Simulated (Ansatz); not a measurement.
A CCSD(T) single point on `CB/N=C(/F)[SiH3]`.

```yaml
crystal:
  periodic: [false, false, false]
  atoms:
    - {symbol: C, position_ang: [-1.682254, 1.214619, -1.353553]}
    - {symbol: B, position_ang: [-0.862844, 1.278856, -0.018557]}
    - {symbol: N, position_ang: [-0.286988, 0.164377, 0.538806]}
    - {symbol: C, position_ang: [0.268561, -0.820464, 1.014273]}
    - {symbol: F, position_ang: [-0.395910, -1.602455, 1.912743]}
    - {symbol: Si, position_ang: [2.021943, -1.451418, 0.665025]}
    - {symbol: H, position_ang: [-2.698919, 1.582889, -1.179402]}
    - {symbol: H, position_ang: [-1.243305, 1.894417, -2.091545]}
    - {symbol: H, position_ang: [-1.744990, 0.217053, -1.790666]}
    - {symbol: H, position_ang: [-0.702717, 2.311594, 0.572458]}
    - {symbol: H, position_ang: [1.928284, -2.829523, 0.125404]}
    - {symbol: H, position_ang: [2.637558, -0.532635, -0.318296]}
    - {symbol: H, position_ang: [2.781983, -1.462109, 1.938210]}
basis:
  gaussian: {orbitals: def2-SVP}
correlation: {method: ccsd_t}
```

```sh
$ ansatz run in.yaml --threads 4 --pin off --events-out ev --progress --plain --max-ram 10444MiB
```

The program prints (abridged):

```
Functional definition: HF
1232 factors; integrals over basis functions are off by at most 1.3e-3 eV
mean field evaluation 1: about -14881.2939 eV, gradient 4.0e1 eV
mean field evaluation 2: about -14881.3952 eV, gradient 4.0e1 eV
mean field evaluation 4: about -14885.6281 eV, gradient 4.6e0 eV
mean field evaluation 8: about -14885.7253 eV, gradient 4.9e-1 eV
mean field evaluation 16: about -14885.7274 eV, gradient 8.3e-7 eV
mean field -14885.72735535 eV, -547.0403904007 hartree, gradient 8.3e-7 eV, S^2 0.000000; 0 other end points of the search recorded, 0 dependent functions left out
10 core orbitals not correlated: weight in the atoms' cores, before any rotation towards them, 1.000 or more for the frozen orbitals, at most 0.000 for the correlated occupied ones
reference -14885.72735535 eV, -547.0403904007 hartree; 17, 17 occupied and 96, 96 virtual orbitals, 1232 factors
second order -21.72023150 eV of doubles, -0.00000000 eV of singles
cycle   1  -22.50183958 eV  change   -7.8e-1 eV  update   1.2e-1
cycle   2  -23.15878930 eV  change   -6.6e-1 eV  update   3.8e-2
cycle   3  -23.32720341 eV  change   -1.7e-1 eV  update   2.1e-2
cycle   4  -23.32467166 eV  change    2.5e-3 eV  update   5.9e-3
cycle   5  -23.32131179 eV  change    3.4e-3 eV  update   2.7e-3
cycle   6  -23.32185221 eV  change   -5.4e-4 eV  update   8.6e-4
cycle   7  -23.32146206 eV  change    3.9e-4 eV  update   3.4e-4
cycle   8  -23.32138562 eV  change    7.6e-5 eV  update   1.2e-4
cycle   9  -23.32144237 eV  change   -5.7e-5 eV  update   4.6e-5
cycle  10  -23.32144601 eV  change   -3.6e-6 eV  update   1.6e-5
perturbative correction -0.71881421 eV, -0.0264159350 hartree
Total energy: -14909.76761557 eV, -547.9238536686 hartree
```

Run time 9.5 s (4 threads of an Arm Neoverse V2 on a shared host); peak host memory 0.74 GiB.

MP2 recovers 90.3 % of the CCSD(T) correlation energy and the triples give 3.0 %; T1 = 0.0143.
